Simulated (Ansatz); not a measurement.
Geometry optimisation of SiCl(NHMe)3 (C₃H₁₂ClN₃Si).

```yaml
crystal:
  periodic: [false, false, false]
  atoms:
    - {symbol: Si, position_ang: [0.004460, 0.005400, 0.176170]}
    - {symbol: Cl, position_ang: [0.028240, -0.000680, 2.197760]}
    - {symbol: N, position_ang: [1.632780, -0.198130, -0.335540]}
    - {symbol: C, position_ang: [2.757900, 0.600700, 0.094570]}
    - {symbol: H, position_ang: [1.799800, -0.648120, -1.220630]}
    - {symbol: H, position_ang: [2.926180, 1.466730, -0.555140]}
    - {symbol: H, position_ang: [2.565690, 0.959740, 1.102310]}
    - {symbol: H, position_ang: [3.664110, -0.007570, 0.106490]}
    - {symbol: N, position_ang: [-0.646570, 1.517680, -0.316230]}
    - {symbol: C, position_ang: [-1.917860, 2.068440, 0.093870]}
    - {symbol: H, position_ang: [-0.305350, 1.931840, -1.168000]}
    - {symbol: H, position_ang: [-2.720780, 1.828030, -0.611590]}
    - {symbol: H, position_ang: [-2.179450, 1.657400, 1.065470]}
    - {symbol: H, position_ang: [-1.844640, 3.154070, 0.181510]}
    - {symbol: N, position_ang: [-0.988000, -1.306050, -0.319710]}
    - {symbol: C, position_ang: [-0.837980, -2.686410, 0.079950]}
    - {symbol: H, position_ang: [-1.539440, -1.204790, -1.155590]}
    - {symbol: H, position_ang: [-0.270230, -3.268990, -0.653520]}
    - {symbol: H, position_ang: [-0.310000, -2.720230, 1.029170]}
    - {symbol: H, position_ang: [-1.818840, -3.149040, 0.208680]}
basis:
  gaussian: {orbitals: def2-SVP}
hamiltonian: {xc: r2scan, dispersion: d4}
scf: {lower_state_search: "off"}
output: {orbitals: {seedname: orbitals}}
relax: {f_tol: 0.02, max_steps: 100}
```

```sh
$ ansatz run in.yaml --threads 4 --pin off --events-out ev --progress --plain --max-ram 4787MiB
```

Output, abridged:

```
Functional definition: r2SCAN
mean field -28162.17988850 eV, -1034.9410218911 hartree, gradient 9.5e-6 eV, S^2 0.000000; 0 other end points of the search recorded, 0 dependent functions left out
relax step   1: F+E_penalty+E_count = -28162.33197991 eV  Δ(F+E_penalty+E_count) = +0.000e0 eV  max|allowed force component| = 1.452e0 eV/Å  Δτ_max = 0.0000 Å  (18 SCF iters, accepted)
mean field -28162.30143859 eV, -1034.9454887746 hartree, gradient 2.1e-6 eV, S^2 0.000000; 0 other end points of the search recorded, 0 dependent functions left out
relax step   2: F+E_penalty+E_count = -28162.45274694 eV  Δ(F+E_penalty+E_count) = -1.208e-1 eV  max|allowed force component| = 2.115e-1 eV/Å  Δτ_max = 0.0719 Å  (19 SCF iters, accepted)
mean field -28162.32209171 eV, -1034.9462477629 hartree, gradient 2.1e-6 eV, S^2 0.000000; 0 other end points of the search recorded, 0 dependent functions left out
relax step   3: F+E_penalty+E_count = -28162.47331918 eV  Δ(F+E_penalty+E_count) = -2.057e-2 eV  max|allowed force component| = 1.530e-1 eV/Å  Δτ_max = 0.0509 Å  (19 SCF iters, accepted)
mean field -28162.32434728 eV, -1034.9463306533 hartree, gradient 1.9e-6 eV, S^2 0.000000; 0 other end points of the search recorded, 0 dependent functions left out
relax step   4: F+E_penalty+E_count = -28162.47558507 eV  Δ(F+E_penalty+E_count) = -2.266e-3 eV  max|allowed force component| = 5.628e-1 eV/Å  Δτ_max = 0.2000 Å  (24 SCF iters, accepted)
mean field -28162.35572524 eV, -1034.9474837722 hartree, gradient 2.1e-6 eV, S^2 0.000000; 0 other end points of the search recorded, 0 dependent functions left out
relax step   5: F+E_penalty+E_count = -28162.50714348 eV  Δ(F+E_penalty+E_count) = -3.156e-2 eV  max|allowed force component| = 1.296e-1 eV/Å  Δτ_max = 0.1067 Å  (18 SCF iters, accepted)
mean field -28162.36023120 eV, -1034.9476493633 hartree, gradient 1.9e-6 eV, S^2 0.000000; 0 other end points of the search recorded, 0 dependent functions left out
relax step   6: F+E_penalty+E_count = -28162.51154133 eV  Δ(F+E_penalty+E_count) = -4.398e-3 eV  max|allowed force component| = 8.511e-2 eV/Å  Δτ_max = 0.0481 Å  (19 SCF iters, accepted)
mean field -28162.36432608 eV, -1034.9477998472 hartree, gradient 1.9e-6 eV, S^2 0.000000; 0 other end points of the search recorded, 0 dependent functions left out
relax step   7: F+E_penalty+E_count = -28162.51565048 eV  Δ(F+E_penalty+E_count) = -4.109e-3 eV  max|allowed force component| = 2.055e-2 eV/Å  Δτ_max = 0.0556 Å  (18 SCF iters, accepted)
mean field -28162.36140368 eV, -1034.9476924511 hartree, gradient 2.1e-6 eV, S^2 0.000000; 0 other end points of the search recorded, 0 dependent functions left out
relax step   8: F+E_penalty+E_count = -28162.51277870 eV  Δ(F+E_penalty+E_count) = +2.872e-3 eV  max|allowed force component| = 1.767e-1 eV/Å  Δτ_max = 0.1036 Å  (18 SCF iters, rejected (line search))
mean field -28162.36522328 eV, -1034.9478328189 hartree, gradient 1.9e-6 eV, S^2 0.000000; 0 other end points of the search recorded, 0 dependent functions left out
relax step   9: F+E_penalty+E_count = -28162.51659445 eV  Δ(F+E_penalty+E_count) = -9.440e-4 eV  max|allowed force component| = 6.138e-2 eV/Å  Δτ_max = 0.0416 Å  (19 SCF iters, accepted)
mean field -28162.36679583 eV, -1034.9478906089 hartree, gradient 1.9e-6 eV, S^2 0.000000; 0 other end points of the search recorded, 0 dependent functions left out
relax step  10: F+E_penalty+E_count = -28162.51822743 eV  Δ(F+E_penalty+E_count) = -1.633e-3 eV  max|allowed force component| = 6.914e-2 eV/Å  Δτ_max = 0.0597 Å  (18 SCF iters, accepted)
mean field -28162.36789516 eV, -1034.9479310087 hartree, gradient 1.8e-6 eV, S^2 0.000000; 0 other end points of the search recorded, 0 dependent functions left out
relax step  11: F+E_penalty+E_count = -28162.51934171 eV  Δ(F+E_penalty+E_count) = -1.114e-3 eV  max|allowed force component| = 4.318e-2 eV/Å  Δτ_max = 0.0157 Å  (20 SCF iters, accepted)
mean field -28162.36956474 eV, -1034.9479923646 hartree, gradient 1.9e-6 eV, S^2 0.000000; 0 other end points of the search recorded, 0 dependent functions left out
relax step  12: F+E_penalty+E_count = -28162.52110455 eV  Δ(F+E_penalty+E_count) = -1.763e-3 eV  max|allowed force component| = 4.399e-2 eV/Å  Δτ_max = 0.0622 Å  (18 SCF iters, accepted)
mean field -28162.37015802 eV, -1034.9480141672 hartree, gradient 1.9e-6 eV, S^2 0.000000; 0 other end points of the search recorded, 0 dependent functions left out
relax step  13: F+E_penalty+E_count = -28162.52177812 eV  Δ(F+E_penalty+E_count) = -6.736e-4 eV  max|allowed force component| = 8.014e-2 eV/Å  Δτ_max = 0.0748 Å  (18 SCF iters, accepted)
mean field -28162.37097343 eV, -1034.9480441329 hartree, gradient 1.9e-6 eV, S^2 0.000000; 0 other end points of the search recorded, 0 dependent functions left out
relax step  14: F+E_penalty+E_count = -28162.52259318 eV  Δ(F+E_penalty+E_count) = -8.151e-4 eV  max|allowed force component| = 3.999e-2 eV/Å  Δτ_max = 0.0078 Å  (20 SCF iters, accepted)
mean field -28162.37111019 eV, -1034.9480491586 hartree, gradient 1.9e-6 eV, S^2 0.000000; 0 other end points of the search recorded, 0 dependent functions left out
relax step  15: F+E_penalty+E_count = -28162.52278576 eV  Δ(F+E_penalty+E_count) = -1.926e-4 eV  max|allowed force component| = 1.017e-1 eV/Å  Δτ_max = 0.0221 Å  (20 SCF iters, accepted)
mean field -28162.37162034 eV, -1034.9480679065 hartree, gradient 1.9e-6 eV, S^2 0.000000; 0 other end points of the search recorded, 0 dependent functions left out
relax step  16: F+E_penalty+E_count = -28162.52329653 eV  Δ(F+E_penalty+E_count) = -5.108e-4 eV  max|allowed force component| = 2.145e-2 eV/Å  Δτ_max = 0.0272 Å  (19 SCF iters, accepted)
mean field -28162.37179020 eV, -1034.9480741485 hartree, gradient 2.0e-6 eV, S^2 0.000000; 0 other end points of the search recorded, 0 dependent functions left out
relax step  17: F+E_penalty+E_count = -28162.52350358 eV  Δ(F+E_penalty+E_count) = -2.071e-4 eV  max|allowed force component| = 3.241e-2 eV/Å  Δτ_max = 0.0498 Å  (19 SCF iters, accepted)
mean field -28162.37191495 eV, -1034.9480787330 hartree, gradient 2.0e-6 eV, S^2 0.000000; 0 other end points of the search recorded, 0 dependent functions left out
relax step  18: F+E_penalty+E_count = -28162.52364175 eV  Δ(F+E_penalty+E_count) = -1.382e-4 eV  max|allowed force component| = 1.298e-2 eV/Å  Δτ_max = 0.0094 Å  (20 SCF iters, accepted)
mean field -28162.37198503 eV, -1034.9480813086 hartree, gradient 2.0e-6 eV, S^2 0.000000; 0 other end points of the search recorded, 0 dependent functions left out
relax step  19: F+E_penalty+E_count = -28162.52373503 eV  Δ(F+E_penalty+E_count) = -9.328e-5 eV  max|allowed force component| = 5.584e-3 eV/Å  Δτ_max = 0.0231 Å  (20 SCF iters, accepted)
mean field -28162.37203896 eV, -1034.9480832904 hartree, gradient 2.0e-6 eV, S^2 0.000000; 0 other end points of the search recorded, 0 dependent functions left out
relax step  20: F+E_penalty+E_count = -28162.52380399 eV  Δ(F+E_penalty+E_count) = -6.896e-5 eV  max|allowed force component| = 6.108e-3 eV/Å  Δτ_max = 0.0294 Å  (19 SCF iters, accepted)
mean field -28162.37208888 eV, -1034.9480851250 hartree, gradient 2.0e-6 eV, S^2 0.000000; 0 other end points of the search recorded, 0 dependent functions left out
relax step  21: F+E_penalty+E_count = -28162.52386386 eV  Δ(F+E_penalty+E_count) = -5.988e-5 eV  max|allowed force component| = 1.955e-2 eV/Å  Δτ_max = 0.0412 Å  (19 SCF iters, accepted)
Total energy: -28162.52387742 eV, -1034.9536632508 hartree
Atom 0 at    -0.009802     0.016411     0.026726 Å, force     0.005865    -0.000626    -0.009190 eV/Å
Atom 1 at    -0.010554     0.038219     2.142589 Å, force    -0.001075     0.001138    -0.000796 eV/Å
Atom 2 at     1.620018    -0.038333    -0.494451 Å, force     0.004621    -0.003919     0.006116 eV/Å
Atom 3 at     2.753221     0.633904     0.108618 Å, force    -0.001422    -0.001484    -0.001899 eV/Å
Atom 4 at     1.857353    -0.776263    -1.150729 Å, force    -0.001619     0.004081     0.003514 eV/Å
Atom 5 at     3.359484     1.179980    -0.637258 Å, force     0.001195     0.001387     0.000640 eV/Å
Atom 6 at     2.397601     1.369771     0.845889 Å, force    -0.000094    -0.002794    -0.000818 eV/Å
Atom 7 at     3.426472    -0.057749     0.649482 Å, force    -0.000165     0.000401    -0.002720 eV/Å
Atom 8 at    -0.802839     1.434814    -0.520082 Å, force    -0.002507     0.003794    -0.000161 eV/Å
Atom 9 at    -1.977646     2.037805     0.078904 Å, force    -0.006433     0.001806     0.004154 eV/Å
Atom 10 at    -0.241482     2.068671    -1.081383 Å, force    -0.001396    -0.000914     0.002559 eV/Å
Atom 11 at    -2.670473     2.431166    -0.686689 Å, force     0.004919    -0.003085     0.007532 eV/Å
Atom 12 at    -2.528626     1.280493     0.658502 Å, force     0.004205     0.007951    -0.005548 eV/Å
Atom 13 at    -1.739383     2.862790     0.778023 Å, force    -0.003862    -0.006190    -0.006411 eV/Å
Atom 14 at    -0.848593    -1.378193    -0.511427 Å, force    -0.006637    -0.000864     0.001656 eV/Å
Atom 15 at    -0.754032    -2.697673     0.082786 Å, force     0.003984    -0.011954     0.008814 eV/Å
Atom 16 at    -1.700840    -1.210488    -1.038470 Å, force     0.004139    -0.000600     0.003264 eV/Å
Atom 17 at    -0.812591    -3.492181    -0.682651 Å, force     0.001349     0.009341     0.013655 eV/Å
Atom 18 at     0.218388    -2.805980     0.589573 Å, force    -0.019547     0.000873    -0.009721 eV/Å
Atom 19 at    -1.535654    -2.897142     0.842046 Å, force     0.014479     0.001658    -0.014640 eV/Å
Dipole moment:    -0.000678     0.004163    -0.473921 e Å
Checks for a lower state left out: stability, starts, cluster_reference, orbital_swaps, neighbouring_geometries, increment
```

It took 71 s on 4 threads of Intel Xeon on a shared host.
